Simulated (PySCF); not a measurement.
PySCF input file for Zn(Br)(NMe2) (C2H6BrNZn), SMILES C[N]([Zn][Br])C, B3LYP/pcSseg-1. Coordinates come from a B3LYP-D3(BJ)/def2-SVP optimisation. The structure was generated by enumeration; whether it is a known compound was not checked. The values are those of a single conformer.

```python
import numpy as np
from pyscf import gto, scf, dft
from pyscf.prop.nmr import rks as nmr

mol = gto.M(
    atom='''
    Zn    0.19887139   -0.00036306   -0.00000000
    Br   -2.04924173    0.00367804    0.00000000
    N     2.01545154   -0.11685254   -0.00000000
    C     2.79373888    0.02777887    1.20770226
    C     2.79373888    0.02777887   -1.20770226
    H     3.61135575   -0.72283048    1.25381384
    H     3.27736183    1.02580472    1.30190393
    H     2.17342816   -0.11958328    2.10719109
    H     3.27736184    1.02580472   -1.30190393
    H     3.61135575   -0.72283048   -1.25381383
    H     2.17342817   -0.11958327   -2.10719109
    ''',
    basis='pcSseg-1',
    charge=0,
    spin=0,
    max_memory=1600,
    verbose=3,
)
mf = dft.RKS(mol, xc='b3lyp').density_fit(auxbasis='def2-universal-jkfit')
mf.grids.level = 3
mf.conv_tol = 1e-10
mf.max_cycle = 100
mf.kernel()
n = nmr.NMR(mf)
n.verbose = 2
n.max_cycle_cphf = 60
sigma = n.kernel()
print('atom   isotropic/ppm   span/ppm')
for i, s in enumerate(sigma):
    w = np.linalg.eigvalsh((s + s.T) / 2)
    print(f'{mol.atom_symbol(i):2s}{i + 1:3d} {w.mean():14.3f} {w[2] - w[0]:11.3f}')
```

Log of the run:

```
converged SCF energy = -4487.78253096364
atom   isotropic/ppm   span/ppm
Zn  1       1639.715    1168.415
Br  2       2908.237     304.043
N   3        220.225     109.933
C   4        131.804      72.334
C   5        131.804      72.334
H   6         28.632      11.893
H   7         28.480      12.090
H   8         28.345      12.104
H   9         28.480      12.090
H  10         28.632      11.893
H  11         28.345      12.104
```

The run converged.
